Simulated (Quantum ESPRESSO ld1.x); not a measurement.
The numbers below are computed, except where a source is named.
One sound ld1.x (Quantum ESPRESSO 7.5) input for the argon ion Ar+ gives E = -528.640 hartree in 26 iterations:

```
 &input
    zed=18.0,
    iswitch=1,
    rel=1,
    dft='PBE',
    config='[Ne] 3s2 3p5',
    verbosity='high',
    prefix='ld1',
    max_out_wfc=37,
    file_charge='ld1.rho',
 /
```

Changed or added lines, one case at a time, and what came of them:

- beta=1.5: harmless. The Broyden-type mixing copes: 19 iterations against 26, same energy.
- config='[Ne] 3s2 3p5 8s1': refused. The program stops in el_config with "wrong main quantum number": the config string takes n from 1 to 7 alone.
- dx=0.002: refused. The program stops in do_mesh with "ndmx is too small": the mesh holds 3500 points at most, so dx, xmin and rmax must fit that.
- beta=0.01: not converged. So little new potential is mixed in that the limit of 200 iterations comes first; the energy is off by +0.000119 hartree.
- rel=2 lsd=1: refused. The program stops in ld1_readin with "local spin density and spin-orbit not allowed": spin polarisation goes with rel = 0 or 1 alone.
- rel=2 cau_fact=13.52: crashed. The program stops in dirsol with "no classical turning point found": with c below Z the Dirac equation of a point nucleus has no 1s solution.
- config='[Ne] 3s2 3p5 5g1': refused. The program stops in el_config with "l not found:G": the config string knows s, p, d and f alone.
